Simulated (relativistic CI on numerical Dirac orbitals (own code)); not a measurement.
## How well does a small relativistic CI reproduce Ca III?

Method of calculation: Dirac-Coulomb-Breit CI, KLI orbitals optimised for each configuration, a model potential for QED, valence Slater integrals scaled by 0.85, P86 correlation energy added to each configuration (own radial code, finite nucleus).

Configuration list (outside the closed core [Ne]): 3s2 3p6, 3s2 3p5 3d, 3s2 3p5 4s, 3s 3p6 3d, 3s2 3p5 4p, 3s2 3p5 4d, 3s2 3p5 5s, 3s2 3p5 5p, 3s2 3p5 4f, 3s2 3p5 5d, 3s2 3p5 5f, 3s2 3p5 5g, 3s 3p6 4s, 3p6 3d2, 3p5 3d3, 3p5 3d2 4s, 3p5 3d2 4p, 3p5 3d2 4d, 3p5 3d2 5s. Double excitations out of closed p, d and f shells are left out; levels of such configurations are missing from the list, as are those of other unlisted configurations, and high levels can miss mixing partners. These lack a partner that the ground configuration has and come out too high: 3s2 3p5 5p, 3s2 3p5 4f, 3s2 3p5 5d, 3s2 3p5 5f, 3s2 3p5 5g.

| Configuration | Term (tabulated) | J | Measured (cm⁻¹) | Computed | Error | Purity (%) |
| --- | --- | --- | --- | --- | --- | --- |
| 3s2 3p6 | 1S | 0 | 0.0 | 0 | 0 | 100 |
| 3s2 3p5 3d | 3P° | 0 | 203373.2 | 204459 | 1085 | 100 |
| 3s2 3p5 3d | 3F° | 3 | 213379.4 | 213663 | 284 | 99 |
| 3s2 3p5 3d | 1D° | 2 | 225826.2 | 227375 | 1549 | 59 |
| 3s2 3p5 3d | 3D° | 3 | 226333.6 | 226953 | 619 | 79 |
| 3s2 3p5 3d | 3D° † | 2 | 227388.6 | 228257 | 868 | 59 |
| 3s2 3p5 3d | 3D° † | 1 | 227432.1 | 228097 | 665 | 100 |
| 3s2 3p5 3d | 1F° | 3 | 228414.0 | 229098 | 684 | 79 |
| 3s2 3p5 4s | 3P° | 2 | 242547.2 | 244899 | 2352 | 100 |
| 3s2 3p5 4s | 3P° | 1 | 243930.4 | 246286 | 2356 | 82 |
| 3s2 3p5 4s | 3P° | 0 | 245611.9 | 248017 | 2405 | 100 |
| 3s2 3p5 4s | 1P° | 1 | 247696.4 | 250048 | 2351 | 81 |
| 3s2 3p5 4p | 3S | 1 | 272188.7 | 272915 | 726 | 97 |
| 3s2 3p5 4p | 3D | 3 | 277022.4 | 278356 | 1333 | 100 |
| 3s2 3p5 4p | 3D | 2 | 277380.9 | 278753 | 1372 | 75 |
| 3s2 3p5 4p | 3D | 1 | 278621.0 | 279967 | 1346 | 73 |
| 3s2 3p5 3d | 1P° | 1 | 279353.6 | 281214 | 1860 | 77 |
| 3s2 3p5 4p | 3P | 0 | 282075.2 | 283157 | 1082 | 98 |
| 3s2 3p5 4p | 3P | 1 | 282571.4 | 283716 | 1144 | 66 |
| 3s2 3p5 4p | 1S | 0 | 290934.3 | 292825 | 1890 | 95 |
| 3s2 3p5 4d | 3P° | 0 | 322663.3 | 323595 | 932 | 99 |
| 3s2 3p5 4d | 3P° | 2 | 323655.1 | 324490 | 835 | 83 |
| 3s2 3p5 4d | 3F° | 4 | 324110.2 | 324551 | 440 | 100 |
| 3s2 3p5 4d | 3F° | 3 | 324660.5 | 325007 | 347 | 73 |
| 3s2 3p5 5s | 2[3/2]° | 2 | 327922.9 | 328036 | 113 | 95 |
| 3s2 3p5 4d | 3D° | 3 | 328588.8 | 326204 | -2385 | 55 |
| 3s2 3p5 4d | 1P° | 1 | 336749.1 | 341355 | 4606 | 70 |
| 3s2 3p5 5p | 2[5/2] | 3 | 340580.2 | 341587 | 1007 | 100 |
| 3s2 3p5 4f | 2[3/2] | 1 | 346732.2 | 349731 | 2999 | 99 |
| 3s2 3p5 4f | 2[3/2] | 2 | 346896.3 | 349910 | 3014 | 84 |
| 3s2 3p5 4f | 2[9/2] | 5 | 347344.4 | 350355 | 3010 | 100 |
| 3s2 3p5 4f | 2[9/2] | 4 | 347383.5 | 350420 | 3037 | 51 |
| 3s2 3p5 4f | 2[5/2] | 3 | 347417.0 | 350400 | 2983 | 68 |
| 3s2 3p5 4f | 2[5/2] | 2 | 347758.2 | 350795 | 3037 | 60 |
| 3s2 3p5 4f | 2[7/2] | 3 | 348028.1 | 350992 | 2964 | 38 |
| 3s2 3p5 4f | 2[7/2] | 4 | 348051.9 | 351014 | 2962 | 62 |
| 3s2 3p5 4f | 2[5/2] | 3 | 350741.2 | 353744 | 3003 | 39 |
| 3s2 3p5 4f | 2[7/2] | 3 | 350779.5 | 353796 | 3017 | 62 |
| 3s2 3p5 4f | 2[7/2] | 4 | 350805.3 | 353829 | 3024 | 37 |
| 3s2 3p5 4f | 2[5/2] | 2 | 350900.0 | 353917 | 3017 | 61 |

Measured levels from Sugar and Corliss, J. Phys. Chem. Ref. Data 8, 865 (1979); pairs were made by configuration, J and term (by order where the table uses no LS term), so strongly mixed levels may be paired wrongly.

Mean error by configuration (cm⁻¹): 3s2 3p5 3d 1014; 3s2 3p5 4s 2366; 3s2 3p5 4p 1271; 3s2 3p5 4d 796; 3s2 3p5 5s 113; 3s2 3p5 5p 1007; 3s2 3p5 4f 3006. Over the excited levels the mean absolute error is 1924 cm⁻¹ (39 of the 51 excited levels that our extract of the source holds in range could be paired, and the others can miss by more), and the median relative error of those above 1,000 cm⁻¹ is 0.69 %. † marks terms whose computed intervals miss the measured ones by more than a factor of 2.5, or configurations far off the rest, from wrong mixing, a near crossing or a doubtful label or measurement; they are left out of the means.
